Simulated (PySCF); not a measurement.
Cl₄Ge, triplet, geometry from GFN2-xTB (a higher spin typed on purpose: for a closed-shell molecule this is an excited state); TPSS/6-31G (PySCF).

Input for PySCF:
```python
from pyscf import gto, scf, dft

mol = gto.M(
    atom='''
Cl   -0.55196530   -1.48824049   -1.97305168
Ge   -0.28089469   -0.23175313    0.12175552
Cl    1.94101718   -0.52392143    0.20795236
Cl   -0.42264221    1.77666194   -0.86610129
Cl   -0.43766672    0.67174117    2.40201375
''',
    basis='6-31g',
    spin=2,
    verbose=4,
)

mf = dft.UKS(mol)
mf.xc = 'tpss'
mf.kernel()
mf.analyze()
```

Task: Write the output that PySCF gives for this input, abridged.

Result: 
```
PySCF version 2.14.0

[INPUT] verbose = 4
[INPUT] num. atoms = 5
[INPUT] num. electrons = 100
[INPUT] charge = 0
[INPUT] spin (= nelec alpha-beta = 2S) = 2
[INPUT] symmetry False subgroup None
[INPUT] Mole.unit = angstrom
[INPUT] Symbol           X                Y                Z      unit          X                Y                Z       unit  Magmom
[...]
nuclear repulsion = 743.719261887235
number of shells = 39
number of NR pGTOs = 274
number of NR cGTOs = 79
basis = 6-31g
ecp = {}

******** <class 'pyscf.dft.uks.UKS'> ********
method = UKS
initial guess = minao
damping factor = 0
level_shift factor = 0
DIIS = <class 'pyscf.scf.diis.CDIIS'>
diis_start_cycle = 1
diis_space = 8
diis_damp = 0
SCF conv_tol = 1e-09
SCF conv_tol_grad = None
SCF max_cycles = 50
direct_scf = True
direct_scf_tol = 1e-13
number electrons alpha = 51  beta = 49
XC library pyscf.dft.libxc version 7.1.2
    S. Lehtola, C. Steigemann, M. J. T. Oliveira, and M. A. L. Marques,  SoftwareX 7, 1–5 (2018)
XC functionals = tpss
    J. Tao, J. P. Perdew, V. N. Staroverov, and G. E. Scuseria,  Phys. Rev. Lett. 91, 146401 (2003)
    J. P. Perdew, J. Tao, V. N. Staroverov, and G. E. Scuseria,  J. Chem. Phys. 120, 6898 (2004)
    J. Tao, J. P. Perdew, V. N. Staroverov, and G. E. Scuseria,  Phys. Rev. Lett. 91, 146401 (2003)
    J. P. Perdew, J. Tao, V. N. Staroverov, and G. E. Scuseria,  J. Chem. Phys. 120, 6898 (2004)
radial grids:
    Treutler-Ahlrichs [JCP 102, 346 (1995); DOI:10.1063/1.469408] (M4) radial grids

becke partition: Becke, JCP 88, 2547 (1988); DOI:10.1063/1.454033
pruning grids: <function nwchem_prune>
grids dens level: 3
symmetrized grids: False
atomic radii adjust function: <function treutler_atomic_radii_adjust>
small_rho_cutoff = 0
Set gradient conv threshold to 3.16228e-05
tot grids = 96160
init E= -3917.00460089514

cycle= 1 E= -3917.31326469731  delta_E= -0.309  |g|= 0.317  |ddm|= 1.88

cycle= 2 E= -3917.07972425819  delta_E= 0.234  |g|= 0.653  |ddm|= 1.78

cycle= 3 E= -3917.3919165061  delta_E= -0.312  |g|= 0.139  |ddm|= 1.18

cycle= 4 E= -3917.395110239  delta_E= -0.00319  |g|= 0.121  |ddm|= 0.629

cycle= 5 E= -3917.39394510747  delta_E= 0.00117  |g|= 0.119  |ddm|= 0.817

cycle= 6 E= -3917.40186131683  delta_E= -0.00792  |g|= 0.0852  |ddm|= 0.666

cycle= 7 E= -3917.39697133095  delta_E= 0.00489  |g|= 0.106  |ddm|= 0.479

cycle= 8 E= -3917.40936928215  delta_E= -0.0124  |g|= 0.0244  |ddm|= 0.446

[...]
SCF not converged.
Total Energy =                       -3917.410040559427671
[...]
spin_pop of  1 Ge 3dz^2     0.00002
spin_pop of  1 Ge 3dxz      0.00001
spin_pop of  1 Ge 3dx2-y2   -0.00016
spin_pop of  1 Ge 4dxy     -0.00001
spin_pop of  1 Ge 4dyz     -0.00000
spin_pop of  1 Ge 4dz^2     0.00000
spin_pop of  1 Ge 4dxz     -0.00001
spin_pop of  1 Ge 4dx2-y2   -0.00004
spin_pop of  2 Cl 1s       -0.00000
spin_pop of  2 Cl 2s       -0.00000
spin_pop of  2 Cl 3s        0.00041
spin_pop of  2 Cl 4s        0.00018
spin_pop of  2 Cl 2px       0.00000
spin_pop of  2 Cl 2py       0.00000
spin_pop of  2 Cl 2pz       0.00001
spin_pop of  2 Cl 3px       0.06302
spin_pop of  2 Cl 3py       0.03784
spin_pop of  2 Cl 3pz       0.14511
spin_pop of  2 Cl 4px       0.00023
spin_pop of  2 Cl 4py       0.00019
spin_pop of  2 Cl 4pz       0.00013
spin_pop of  3 Cl 1s       -0.00000
spin_pop of  3 Cl 2s       -0.00000
spin_pop of  3 Cl 3s        0.00041
spin_pop of  3 Cl 4s        0.00018
spin_pop of  3 Cl 2px      -0.00000
spin_pop of  3 Cl 2py       0.00000
spin_pop of  3 Cl 2pz       0.00001
spin_pop of  3 Cl 3px       0.00735
spin_pop of  3 Cl 3py       0.08263
spin_pop of  3 Cl 3pz       0.15641
spin_pop of  3 Cl 4px       0.00021
spin_pop of  3 Cl 4py       0.00020
spin_pop of  3 Cl 4pz       0.00013
spin_pop of  4 Cl 1s        0.00000
spin_pop of  4 Cl 2s       -0.00000
spin_pop of  4 Cl 3s        0.00202
spin_pop of  4 Cl 4s        0.00011
spin_pop of  4 Cl 2px       0.00001
spin_pop of  4 Cl 2py       0.00001
spin_pop of  4 Cl 2pz       0.00001
spin_pop of  4 Cl 3px       0.15726
spin_pop of  4 Cl 3py       0.21236
spin_pop of  4 Cl 3pz       0.17018
spin_pop of  4 Cl 4px       0.00013
spin_pop of  4 Cl 4py       0.00026
spin_pop of  4 Cl 4pz       0.00029
 ** Mulliken Spin Density (per atom)  **
spin density of  0 Cl =      0.54272
spin density of  1 Ge =      0.42001
spin density of  2 Cl =      0.24712
spin density of  3 Cl =      0.24753
spin density of  4 Cl =      0.54262
 ** Mulliken pop alpha/beta on meta-lowdin orthogonal AOs **
 ** Mulliken pop       alpha | beta **
In total            51.00000 | 49.00000
 ** Mulliken atomic charges   ( Nelec_alpha | Nelec_beta ) **
charge of  0Cl =     -0.14496  (     8.84384      8.30112 )
charge of  1Ge =      0.58802  (    15.91600     15.49598 )
charge of  2Cl =     -0.14922  (     8.69817      8.45105 )
charge of  3Cl =     -0.14878  (     8.69816      8.45063 )
charge of  4Cl =     -0.14505  (     8.84384      8.30121 )
Dipole moment(X, Y, Z, Debye): -0.96293, -0.79058,  0.41437
```

The run did not converge; its last values are not results.
